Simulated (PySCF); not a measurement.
A series of related molecules.

All values: CAM-B3LYP/def2-SVPD (PySCF) at PBE0-D3(BJ)/def2-SVP geometries, gas phase, one conformer each. Core orbitals are frozen in the response; Δα² is half the sum of the squared differences of the principal polarisabilities.

Problem. Rank by vertical ionisation energy (ΔSCF), highest first.
A. `CN(C)B1CCCC1`
B. `COCB1CCCC1`
C. `FC(F)OB1CCCC1`

Solution. C (10.53 eV), B (9.75 eV), A (8.94 eV).

Problem. Rank by HOMO energy, lowest first.
A. `CN(C)B1CCCC1`
B. `COCB1CCCC1`
C. `FC(F)OB1CCCC1`
D. `CC(=O)NB1CCCC1`

Solution. C (-9.77 eV), D (-9.05 eV), B (-8.86 eV), A (-8.34 eV).

Problem. Rank by mean static polarisability, highest first.
A. `COCB1CCCC1`
B. `CC(=O)NB1CCCC1`
C. `FC(F)OB1CCCC1`

Solution. B (13.86 Å³), A (13.15 Å³), C (11.18 Å³).

All values together:

```
        SMILES   formula  μ (D)  HOMO (eV)  LUMO (eV)  α (Å³)  Δα (Å³)  electrons  α per electron (Å³)  ΔSCF removal energy (eV)
    COCB1CCCC1   C6H13BO   1.19      -8.86       0.86   13.15     3.86         62                0.212                      9.75
  CN(C)B1CCCC1   C6H14BN   1.44      -8.34       1.02   13.77     4.62         62                0.222                      8.94
CC(=O)NB1CCCC1  C6H12BNO   3.54      -9.05       0.59   13.86     5.26         68                0.204                      9.78
 FC(F)OB1CCCC1  C5H9BF2O   2.40      -9.77       0.79   11.18     2.98         70                0.160                     10.53
```

Conformers: `[CH3:1][O:2][CH2:3][B:4]1[CH2:5][CH2:6][CH2:7][CH2:8]1` with C1–O2–C3–B4 178°, O2–C3–B4–C5 175°, C3–B4–C5–C6 165°, B4–C5–C6–C7 32°, C5–C6–C7–C8 -39°, C6–C7–C8–B4 30°; `[CH3:1][N:2]([CH3:3])[B:4]1[CH2:5][CH2:6][CH2:7][CH2:8]1` with N2–B4–C5–C6 -168°, B4–C5–C6–C7 -32°, C5–C6–C7–C8 42°, C6–C7–C8–B4 -32°; `[CH3:1][C:2](=[O:3])[NH:4][B:5]1[CH2:6][CH2:7][CH2:8][CH2:9]1` with C1–C2–N4–B5 -179°, C2–N4–B5–C6 180°, N4–B5–C6–C7 166°, B5–C6–C7–C8 32°, C6–C7–C8–C9 -40°, C7–C8–C9–B5 29°; `[F:1][CH:2]([F:3])[O:4][B:5]1[CH2:6][CH2:7][CH2:8][CH2:9]1` with F1–C2–O4–B5 69°, C2–O4–B5–C6 -179°, O4–B5–C6–C7 170°, B5–C6–C7–C8 30°, C6–C7–C8–C9 -40°, C7–C8–C9–B5 31°.
